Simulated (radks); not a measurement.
Problem. Species: Co II. Configuration: [Ar] 3d8. Calculated with a radial shooting solver on a logarithmic mesh with Libxc functionals: Dirac Kohn-Sham, PBEsol, spin-unpolarised, spherical densities, finite nucleus; open shells fill j = l - 1/2 first; Fermi nuclear charge, rms radius 3.7875 fm.

Spin-orbit splittings of the eigenvalues, e(l+1/2) - e(l-1/2), with zeta = 2 splitting/(2l+1) and mean radii in bohr:

shell  occ.  splitting (eV)  zeta (eV)  <r> j=l-1/2  <r> j=l+1/2
2p        6               ?          ?       0.2229       0.2260
3p        6           1.823      1.215       0.8176       0.8278
3d        8          0.1768    0.07072        1.133        1.141

Estimate the 2p splitting.

Solution. 14.81 eV (zeta = 9.872 eV).
